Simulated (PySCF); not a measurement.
glyoxal (C₂H₂O₂), singlet, at a GFN2-xTB geometry. Base run: PySCF with HF/def2-SVP.

PySCF was given this input:
```python
from pyscf import gto, scf

mol = gto.M(
    atom='''
C     0.020264    0.758340    0.007480
C    -0.020264   -0.758340   -0.007480
O     1.039602    1.385374    0.031588
H    -0.979080    1.228412   -0.005972
O    -1.039602   -1.385374   -0.031588
H     0.979080   -1.228412    0.005972
''',
    basis='def2-svp',
    charge=0,
    spin=0,
    verbose=3,
)

mf = scf.RHF(mol)
mf.kernel()
mo_i, mo_e, stable_i, stable_e = mf.stability(internal=True, external=True, return_status=True, nroots=6, tol=1e-6)
print('internally stable:', stable_i, ' externally stable:', stable_e)
if not stable_e:
    umf = mf.to_uhf() if not hasattr(mf, 'xc') else mf.to_uks()
    umf.scf_summary = {}
    umf.kernel(umf.make_rdm1(mo_e, umf.mo_occ))
```

The bond that is stretched is that between atoms 4 and 1. A test that says stable can miss a lower solution.

Variants of this job, named by their change:

```json
[
 {"change": "base", "ΔE vs base (kcal/mol)": "0.000", "<S^2>": "0.000", "E after following the instability (Eh)": "-226.41373", "<S^2> there": "0.09", "HOMO-LUMO gap (eV)": "13.16", "stability test says": "external instability", "outcome": "converged"},
 {"change": "bond × 1.25", "ΔE vs base (kcal/mol)": "19.57", "<S^2>": "0.000", "E after following the instability (Eh)": "-226.38253", "<S^2> there": "0.09", "HOMO-LUMO gap (eV)": "12.86", "stability test says": "external instability", "outcome": "converged"},
 {"change": "bond × 1.5", "ΔE vs base (kcal/mol)": "51.80", "<S^2>": "0.000", "E after following the instability (Eh)": "-226.33152", "<S^2> there": "0.20", "HOMO-LUMO gap (eV)": "12.21", "stability test says": "external instability", "outcome": "converged"},
 {"change": "bond × 1.8", "ΔE vs base (kcal/mol)": "-", "<S^2>": "-", "E after following the instability (Eh)": "-", "<S^2> there": "-", "HOMO-LUMO gap (eV)": "-", "stability test says": "-", "outcome": "not converged"},
 {"change": "bond × 2.2", "ΔE vs base (kcal/mol)": "-", "<S^2>": "-", "E after following the instability (Eh)": "-", "<S^2> there": "-", "HOMO-LUMO gap (eV)": "-", "stability test says": "-", "outcome": "not converged"},
 {"change": "bond × 3.0", "ΔE vs base (kcal/mol)": "174.5", "<S^2>": "0.000", "E after following the instability (Eh)": "-226.28399", "<S^2> there": "1.02", "HOMO-LUMO gap (eV)": "5.52", "stability test says": "external instability", "outcome": "converged"}
]
```

Where a bond breaks into two radicals, a solution with restricted orbitals usually stops being the lowest and lies too high; an unrestricted one lies lower at the price of spin contamination, which <S^2> shows.
